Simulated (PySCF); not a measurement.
## BeO⁻: frontier orbitals

B97-3 at R = 1.379 Å; Be aug-cc-pVDZ-DK, O aug-cc-pVDZ-DK; spin-free X2C with a Gaussian nucleus (PySCF 2.14). State: ²Σ⁺ (doublet), unpaired electrons σ ↑. Only the outer orbitals are listed, counted within each symmetry.

| spin | orbital | occ. | ε (eV) | on Be (%) | main shells (%) |
| --- | --- | --- | --- | --- | --- |
| α | 3σ | 1 | -17.62 | 25 | 74 O s, 12 Be s, 11 Be p |
| α | 4σ | 1 | -2.45 | 25 | 68 O p, 26 Be s |
| α | 1π | 1 | -1.11 | 16 | 84 O p, 16 Be p |
| α | 1π | 1 | -1.11 | 16 | 84 O p, 16 Be p |
| α | 5σ | 1 | -0.11 | 81 | 41 Be p, 40 Be s, 13 O s |
| α | 6σ | 0 | 2.51 | 84 | 96 Be p, 18 O s |
| α | 2π | 0 | 2.53 | 101 | 101 Be p |
| α | 2π | 0 | 2.53 | 101 | 101 Be p |
| β | 3σ | 1 | -17.62 | 25 | 75 O s, 12 Be s, 11 Be p |
| β | 4σ | 1 | -2.23 | 22 | 71 O p, 20 Be s |
| β | 1π | 1 | -1.16 | 13 | 86 O p, 12 Be p |
| β | 1π | 1 | -1.16 | 13 | 86 O p, 12 Be p |
| β | 5σ | 0 | 1.86 | 85 | 45 Be s, 40 Be p, 10 O s |
| β | 6σ | 0 | 3.67 | 89 | 72 Be p, 22 O s, 15 Be s |
| β | 2π | 0 | 3.74 | 100 | 99 Be p |

Question: Which are the highest filled and the lowest empty level, where do they sit, and how wide is the gap?

Answer: Highest filled α 5σ at -0.11 eV (in %: 41 Be p, 40 Be s, 13 O s); lowest empty β 5σ at 1.86 eV (in %: 45 Be s, 40 Be p, 10 O s); the gap at B97-3 is 1.97 eV. An empty level above zero is unbound, and its energy depends on the basis.

```json
{"bond order (Mayer)": "2.18", "⟨S²⟩": "0.754", "charge on Be (Mulliken, basis-dependent)": "-0.35", "charge on Be (Löwdin, basis-dependent)": "-0.07", "dipole moment (positive dipole points towards O; it is taken about the centre of mass and depends on that origin)": "0.23 D"}
```

Shares are Mulliken populations and can fall outside 0 to 100 %.

The state is the lowest determinant that a PBE0 search found; another state may lie lower at other levels.
